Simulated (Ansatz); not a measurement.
One change: `B[SiH]([GeH3])C#N` becomes `B[SiH2]C#N`.

Ansatz, PBE0-D4/def2-TZVP geometries, multiplicity 1. 

Scalar relativity is left out up to krypton.

| property | `B[SiH]([GeH3])C#N` |
| --- | --- |
| ideal-gas entropy at 298 K and 1 bar (rigid rotor, harmonic PBE0-D4/def2-TZVP) / J/(mol·K) | 392 |
| LUMO energy (B3LYP/def2-TZVPP) / eV | -3.22 |
| size of the dipole moment (B3LYP/def2-TZVPP) / D | 3.79 |
| LUMO energy (PBE/def2-TZVPP) / eV | -3.97 |
| LUMO energy (ωB97M-V/def2-TZVPP) / eV | -1.11 |
| HOMO energy (B3LYP/def2-TZVPP) / eV | -8.13 |

**Question.** What does the change do to each property? (Estimate.)

**Answer.** Computed: 
```csv
property,`B[SiH2]C#N`,shift
"ideal-gas entropy at 298 K and 1 bar (rigid rotor, harmonic PBE0-D4/def2-TZVP) / J/(mol·K)",319,-73
LUMO energy (B3LYP/def2-TZVPP) / eV,-3.31,-0.09
size of the dipole moment (B3LYP/def2-TZVPP) / D,3.82,0.03
LUMO energy (PBE/def2-TZVPP) / eV,-4.12,-0.15
LUMO energy (ωB97M-V/def2-TZVPP) / eV,-1.11,0.00
HOMO energy (B3LYP/def2-TZVPP) / eV,-8.80,-0.67
```

With PBE0 the HOMO falls by 0.68 eV and the LUMO falls by 0.07 eV, so the gap widens by about 0.61 eV. PBE moves the HOMO by -0.51 eV and ωB97M-V by -0.85 eV. The zero-point energy changes by -42.3 kJ/mol with -9 modes. Dipoles are sizes alone; their direction can turn.

B3LYP here is the variant with VWN-RPA as its local correlation; programs differ in this.
